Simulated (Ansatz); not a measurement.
`BB(N)S[SiH3]` at its PBE0-D4/def2-TZVP geometry, where that method's forces vanish. Charge 0, multiplicity 1.

```csv
atom,x (Å),y (Å),z (Å)
B1,-0.0737,0.1236,1.7299
B2,0.1544,1.0293,0.4100
N3,0.7257,1.9709,-0.4114
S4,-1.4296,0.0292,-0.0328
Si5,-0.4105,-1.5870,-1.0091
H6,-0.7567,0.5247,2.6290
H7,0.4437,-0.9539,1.8399
H8,1.5426,2.4908,-0.1373
H9,0.3614,2.2154,-1.3170
H10,-0.7589,-1.5761,-2.4530
H11,-0.8503,-2.8640,-0.3991
H12,1.0521,-1.4029,-0.8492
```

Problem. For each bond, give half the difference of the two atoms' forces along it (eV/Å; positive pushes the atoms apart) under PBE-D4, r2SCAN-D4, B3LYP-D4, ωB97M-V in def2-TZVPP. (Estimate.)

Solution. The calculation gave: 
```csv
bond,length (Å),PBE-D4,r2SCAN-D4,B3LYP-D4,ωB97M-V
B1–B2,1.617,-0.20,-0.09,0.02,0.06
B1–H6,1.198,0.10,-0.02,-0.12,-0.14
B1–H7,1.200,0.09,-0.02,-0.12,-0.13
B2–N3,1.374,0.13,0.12,0.07,0.11
B2–S4,1.925,0.02,0.07,0.15,0.11
N3–H8,1.006,0.19,-0.01,-0.01,-0.06
N3–H9,1.006,0.18,-0.02,0.01,-0.06
S4–Si5,2.146,0.13,0.03,0.17,0.09
Si5–H10,1.485,0.07,-0.03,-0.11,-0.12
Si5–H11,1.482,0.08,-0.02,-0.10,-0.13
Si5–H12,1.483,0.07,-0.01,-0.07,-0.11
```

B3LYP here is the variant with VWN-RPA as its local correlation; programs differ in this.

Results of the Gaussian-basis code of Ansatz.
